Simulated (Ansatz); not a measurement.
This geometry of AlBrH₃N (6 atoms, charge 0, multiplicity 1) is a first-order saddle point.

All numbers below come from RKS PBE0/def2-SVP (Ansatz 0.2.0).

```xyz
6
Properties=species:S:1:pos:R:3
N -0.774 0.335 -0.654
Al 0.367 -0.097 0.650
Br 2.235 -1.320 0.241
H -0.550 1.034 -1.357
H -1.393 -0.351 -1.077
H 0.157 0.335 2.150
```

Q: Which two structures does it join? (They come from a converged band through this point; their orientation in space is the band's.)

A: No bond is made or broken. The dihedral H5–N1–Al2–Br3 goes from 0 to -180°. The two ends are copies of one structure, up to a mirror image or an exchange of like atoms.

First end point:

```xyz
6
Properties=species:S:1:pos:R:3
N -0.541 0.313 -0.788
Al 0.368 -0.090 0.667
Br 1.484 -2.058 0.696
H -1.077 1.164 -0.915
H -0.605 -0.269 -1.617
H 0.413 0.875 1.911
```

Last end point:

```xyz
6
Properties=species:S:1:pos:R:3
N -0.541 0.313 -0.787
Al 0.369 -0.091 0.667
Br 1.484 -2.060 0.692
H -0.606 -0.266 -1.617
H -1.076 1.166 -0.911
H 0.412 0.875 1.910
```

Q: How far does it lie above each of them?

A: 0.38 eV above the first and 0.38 eV above the second. This is the barrier of this one path; another mechanism may lie lower.

Run time: 52 s on 1 thread of Intel(R) Xeon(R) 6975P-C (Granite Rapids) (shared host), peak memory 0.26 GiB.
